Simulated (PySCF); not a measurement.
Electron correlation in Pd(2+) (palladium, charge +2)

[Kr] 4d7 5p1, one real determinant (an excited configuration). Calculation: PySCF 2.14, in def2-QZVPPD with the def2 core potential (28 electrons) (7s5p4d4f2g, 88 functions); scalar relativity through the core potential. Frozen: nothing; 16 electrons correlated.

MP2 pair energies summed by pair of shells (mhartree):

```json
{"pair": "4p-4d", "energy": "-188.90", "share (%)": "36.6"}
{"pair": "4d-4d", "energy": "-165.08", "share (%)": "32.0"}
{"pair": "4p-4p", "energy": "-63.31", "share (%)": "12.3"}
{"pair": "4s-4p", "energy": "-31.45", "share (%)": "6.1"}
{"pair": "4s-4d", "energy": "-30.31", "share (%)": "5.9"}
{"pair": "4d-5p", "energy": "-23.85", "share (%)": "4.6"}
{"pair": "4p-5p", "energy": "-7.17", "share (%)": "1.4"}
{"pair": "4s-4s", "energy": "-5.09", "share (%)": "1.0"}
{"pair": "4s-5p", "energy": "-0.57", "share (%)": "0.1"}
```

Total MP2 correlation energy: -515.74 mhartree.

Same-spin part -163.01 and opposite-spin part -352.72 mhartree; SCS-MP2 scales them by 1/3 and 6/5 to -477.61 mhartree.

The reference is one real determinant that mixes LS terms of this configuration.

The basis has no tight functions for the innermost shells, so their pair energies are far from complete.

This basis was not built for core-valence correlation, so the inner-shell part is incomplete.
